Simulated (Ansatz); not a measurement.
Species: SbH, charge 0, multiplicity 3. SMILES: [SbH]
Geometry from a B3LYP-D3(BJ)/def2-TZVP (Ansatz, an electronic-structure program) optimisation:
```
Sb
H 1 1.7225
```
Charge 0, spin multiplicity 3.

Property: atomisation energy (electronic, to ground-state atoms), in kcal/mol. Correlated levels leave the core frozen unless marked. UHF or UKS for open shells. Spin-orbit coupling is left out. Frozen are the shells of the preceding noble gas and the d and f shells that filled before the atom's block. Past Kr the def2 sets carry scalar-relativistic core potentials. The coupled-cluster limit lacks core correlation, which all-electron functionals hold. CBS marks a two-point X^-3 extrapolation of the correlation energy; Hartree-Fock from the larger set.

```tsv
level	program	atomisation energy (kcal/mol)
BHLYP-D3(BJ)/def2-TZVPD	Ansatz + dftd3	61.6
BHLYP-D4/def2-TZVPD	Ansatz + dftd4	61.5
CAM-B3LYP-D4/def2-TZVPD	Ansatz + dftd4	(withheld)
PBE-QIDH/def2-TZVPD	Ansatz	56.5
CCSD(T)/CBS(def2-TZVPPD,def2-QZVPPD)	Ansatz	(withheld)
```

Q: Some entries are withheld; supply them.

A: 
- CAM-B3LYP-D4/def2-TZVPD, atomisation energy (kcal/mol): 63.3
- CCSD(T)/CBS(def2-TZVPPD,def2-QZVPPD), atomisation energy (kcal/mol): 59.6
